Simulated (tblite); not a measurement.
Compound: C5H10BFSi.
Atom-mapped SMILES: `[BH2:1][C:2]([CH3:3])=[C:4]=[CH:5][CH2:6][SiH2:7][F:8]` (hydrogens: H9, H10 on B1; H11, H12, H13 on C3; H14 on C5; H15, H16 on C6; H17, H18 on Si7)

Computed with GFN2-xTB (tblite), gas phase: L-BFGS steps from a force-field or distance-geometry start until the largest atomic force falls under 0.01 eV/Å.

At the end of the run (lengths in Å): Si7–F8 1.613, C2–C3 1.514, C3–H13 1.089, C4=C5 1.295, C3–H11 1.088, C5–C6 1.503, C6–Si7 1.904, C4–C5–C6 124.6°, B1–C2–C3 121.0°, C5–C6–Si7 110.6°, C2–C4–C5 178.5°, C4–C5–C6–Si7 -109°, C5–C6–Si7–F8 -59°, H9–B1–C2–C3 180°, H11–C3–C2–B1 -172°.

Question: These geometries were met on the way; a selection of coordinates is given. Order them by energy above the end point, lowest first.
A. Si7–F8 1.613, C2–C3 1.514, C3–H13 1.093, C4=C5 1.298, C3–H11 1.090, C5–C6 1.511, C6–Si7 1.905, C4–C5–C6 123.8°, B1–C2–C3 124.2°, C5–C6–Si7 108.2°, C2–C4–C5 171.1°, C4–C5–C6–Si7 -112°, C5–C6–Si7–F8 -49°, H9–B1–C2–C3 -130°, H11–C3–C2–B1 -156°
B. Si7–F8 1.618, C2–C3 1.540, C3–H13 1.076, C4=C5 1.255, C3–H11 1.082, C5–C6 1.513, C6–Si7 1.875, C4–C5–C6 119.7°, B1–C2–C3 127.1°, C5–C6–Si7 103.7°, C2–C4–C5 176.1°, C4–C5–C6–Si7 -117°, C5–C6–Si7–F8 -47°, H9–B1–C2–C3 -113°, H11–C3–C2–B1 -161°
C. Si7–F8 1.708, C2–C3 1.427, C3–H13 1.132, C4=C5 1.291, C3–H11 1.127, C5–C6 1.465, C6–Si7 1.887, C4–C5–C6 116.3°, B1–C2–C3 129.1°, C5–C6–Si7 102.9°, C2–C4–C5 178.3°, C4–C5–C6–Si7 -120°, C5–C6–Si7–F8 -44°, H9–B1–C2–C3 -112°, H11–C3–C2–B1 -159°
D. Si7–F8 1.615, C2–C3 1.511, C3–H13 1.089, C4=C5 1.298, C3–H11 1.089, C5–C6 1.511, C6–Si7 1.910, C4–C5–C6 124.2°, B1–C2–C3 121.1°, C5–C6–Si7 111.4°, C2–C4–C5 174.6°, C4–C5–C6–Si7 -109°, C5–C6–Si7–F8 -50°, H9–B1–C2–C3 -149°, H11–C3–C2–B1 -155°
E. Si7–F8 1.611, C2–C3 1.504, C3–H13 1.097, C4=C5 1.298, C3–H11 1.091, C5–C6 1.503, C6–Si7 1.885, C4–C5–C6 122.7°, B1–C2–C3 125.3°, C5–C6–Si7 107.1°, C2–C4–C5 170.8°, C4–C5–C6–Si7 -111°, C5–C6–Si7–F8 -48°, H9–B1–C2–C3 -119°, H11–C3–C2–B1 -164°

Answer: D (0.113 eV), A (0.194 eV), E (0.326 eV), B (0.542 eV), C (0.926 eV).

```tsv
step	E above end (eV)	rms distance from the end, all atoms (Å)	largest force (eV/Å)	rms shift of all bonds from the end (Å)
22	0.113	0.275	0.244	0.003
14	0.194	0.346	0.250	0.005
6	0.326	0.390	0.498	0.009
2	0.542	0.403	3.674	0.015
0	0.926	0.409	3.906	0.038
```

Rows stand in the order of the answer.
